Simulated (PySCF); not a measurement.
Compound: 2,4-dimethyl-3-ethylpentane, C9H20.
Bonds: C1–C2, C2–C3, C3–C4, C4–C5, C4–C6, C3–C7, C7–C8, C7–C9. Hydrogens: H10, H11, H12 on C1; H13, H14 on C2; H15 on C3; H16 on C4; H17, H18, H19 on C5; H20, H21, H22 on C6; H23 on C7; H24, H25, H26 on C8; H27, H28, H29 on C9.

The calculation used PBE0-D3(BJ)/def2-SVP geometry optimisation, gas phase in PySCF 2.14.0.

Task: Give the optimised bond lengths and angles.

Result: 
| bond | length (bohr) |
| --- | --- |
| C1–C2 | 2.876 |
| C2–C3 | 2.897 |
| C3–C4, C3–C7 | 2.926 |
| C4–C5, C7–C9 | 2.887 |
| C4–C6, C7–C8 | 2.885 |
| C1–H10, C1–H11, C1–H12 | 2.081 |
| C2–H13, C2–H14 | 2.084 |
| C3–H15 | 2.090 |
| C4–H16, C7–H23 | 2.086 |
| C5–H17 and 5 like bonds | 2.080 |
| C6–H20 and 5 like bonds | 2.081 |

Bonds in one row agree within 0.02 bohr and their mean is given. A selection of angles:
| angle | degrees |
| --- | --- |
| C2–C1–H10 | 111.1 |
| H10–C1–H11 | 107.6 |
| C1–C2–C3 | 114.7 |
| C1–C2–H13 | 108.4 |
| C1–C2–H14 | 109.5 |
| C3–C2–H13 | 108.5 |
| H13–C2–H14 | 105.4 |
| C2–C3–C4 | 112.4 |
| C2–C3–C7 | 112.9 |
| C2–C3–H15 | 106.0 |
| C4–C3–C7 | 114.3 |
| C4–C3–H15 | 105.7 |
| C3–C4–C5 | 114.9 |
| C3–C4–C6 | 110.6 |
| C3–C4–H16 | 107.1 |
| C5–C4–C6 | 109.8 |
| C5–C4–H16 | 107.2 |
| C6–C4–H16 | 106.8 |
| C4–C5–H17 | 111.5 |
| C4–C5–H18 | 112.8 |
| C4–C5–H19 | 110.1 |
| H17–C5–H18 | 107.6 |
| C4–C6–H20 | 111.4 |
| H20–C6–H21 | 107.3 |
| C3–C7–C8 | 115.0 |
| C3–C7–C9 | 111.7 |
| C3–C7–H23 | 105.9 |
| C8–C7–C9 | 110.5 |
| C9–C7–H23 | 106.3 |
| C7–C8–H25 | 110.4 |

Dihedral angles: C1–C2–C3–C4 162° (antiperiplanar); C2–C3–C4–C5 40° (synclinal); C2–C3–C7–C8 -72° (synclinal). The mirror-image conformer, all signs reversed, is as good.

Of the pairs four or more bonds apart, H16···H27 is among the closest relative to their van der Waals radii: 2.10 Å, 88 % of the sum of Bondi's values. The C–C distances run from 1.522 Å (C1–C2, drawn single) to 1.550 Å (C3–C4, drawn single), a spread of 0.028 Å.

Point group: C1 (no symmetry element, even within 0.4 Å). No frequency check. One conformer, not necessarily the lowest.
